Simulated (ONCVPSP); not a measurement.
N (Z = 7): one change to an ONCV potential, before and after

* Element: nitrogen
* Generator: ONCVPSP 4.0.1
* Type: optimised norm-conserving Vanderbilt (ONCV)
* Functional: LDA (Perdew-Wang 92)
* Relativity: scalar-relativistic
* Frozen core: [He]
* Valence charge: 5
* Reference configuration: 2s2 2p3
* Partial waves: 2s: rc 1.10 bohr, ncon 4, nbas 8, qcut 5 1/bohr, local; 2p: rc 1.85 bohr, ncon 4, nbas 8, qcut 7.1 1/bohr, 2 projectors, debl 3.3 Ha; d scattering state at 0.05 Ha: rc 2.00 bohr, ncon 4, nbas 7, qcut 4.1 1/bohr, 1 projector
* Local potential: the s channel
* Core correction: Teter function fitted to the true core (icmod 2), fcfact 0.45

All-electron outer shells of the reference configuration (LDA (PZ), scalar-relativistic, ld1.x):

| shell | level (eV) | outermost node (bohr) | outermost maximum (bohr) |
| --- | --- | --- | --- |
| 1s | -381.53 | – | 0.15 |
| 2s | -18.42 | 0.32 | 1.02 |
| 2p | -7.24 | – | 0.97 |

Change: p: rc 2.34.

Cutoffs: the cutoffs (Ha) at which the residual kinetic energy of the hardest occupied pseudo-wave falls to 1 and 0.1 mHa per electron; they do not see the model core or the augmentation charge, which bear on the density cutoff. Errors are all-electron minus pseudo energies relative to the spin-unpolarised reference configuration.

Problem. How do hardness, ghosts and transferability respond?

Solution. The potential gets neither clearly harder nor softer (100 Ha and 142 Ha → 100 Ha and 142 Ha); the s channel sets the loose cutoff, while the largest relative change is in p, which becomes softer; of the 4 tests that both files solve, the error grows in 4 and shrinks in 0 by more than 15 % and 0.3 meV (median size 223.3 → 400.3 meV); neither file shows a bound ghost. More of the atom is replaced by a form fitted at one configuration, so other configurations suffer.

| quantity | base | changed |
| --- | --- | --- |
| cutoff, loose | 100 Ha | 100 Ha |
| cutoff, tight | 142 Ha | 142 Ha |
| loose cutoff by channel | s 100 Ha, p 18 Ha | s 100 Ha, p 15 Ha |
| bound ghosts | none | none |
| GHOST(+) flags under 300 eV | none | none |
| error for 2s2 2p2, meV [ΔE 13.73 eV] | +49 | +93 |
| error for 2s2 2p1, meV [ΔE 42.70 eV] | +397 | +707 |
| error for 2s2 2p0, meV [ΔE 89.87 eV] | +1513 | +2552 |
| error for 2s2 2p2.5, meV [ΔE 5.17 eV] | +7.7 | +15 |
| s: phases at 1.12 bohr within 0.05 rad from the reference energy up to (Ha; the scan ends near 5) | 3.2 | 3.2 |
| d: phases at 2.03 bohr within 0.05 rad from the reference energy up to (Ha; the scan ends near 5) | 3.5 | 3.5 |
| rms error of d²Exc/dni dnj with the model core, mHa | 1.31 | 1.08 |
